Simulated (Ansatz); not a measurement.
Total energies of GeEt3(NHMe) (C₇H₁₉GeN) from Ansatz at PBE-D4/def2-TZVP, gas phase (1 Eh = 27.2114 eV = 2625.5 kJ/mol). The reference geometry is relaxed at r2SCAN-D4/def2-SVP.

| state | geometry | energy (Eh) |
| --- | --- | --- |
| charge 0 singlet | reference | -2409.31624 |
| charge 1 doublet | reference | -2409.03419 |
| charge 1 doublet | relaxed at r2SCAN-D4/def2-SVP | -2409.04899 |
| free Ge atom (triplet) | – | -2076.60177 |
| free C atom (triplet) | – | -37.79597 |
| free H atom (doublet) | – | -0.49962 |
| free N atom (quartet) | – | -54.53214 |

Work out the vertical ionisation energy to the doublet.

E(charge 1 doublet) − E(charge 0 singlet) = -2409.03419 − (-2409.31624) = 0.28205 Eh = 7.67 eV. For comparison, −ε of the highest occupied level is 4.81 eV at this level, 2.86 eV less.

How much does the charge 1 doublet relax, and what is the adiabatic ionisation energy?

Relaxation: -2409.03419 − (-2409.04899) = 0.01480 Eh = 0.40 eV. Adiabatic ionisation energy: 0.26725 Eh = 7.27 eV, without zero-point energy. 

What is the binding energy per atom against free atoms?

Atoms: 1 × (-2076.60177) + 7 × (-37.79597) + 19 × (-0.49962) + 1 × (-54.53214) = -2405.19848 Eh. Binding: -2405.19848 − (-2409.31624) = 4.11776 Eh = 112.05 eV, or 4.00 eV for each of 28 atoms (no zero-point energy, no counterpoise term).
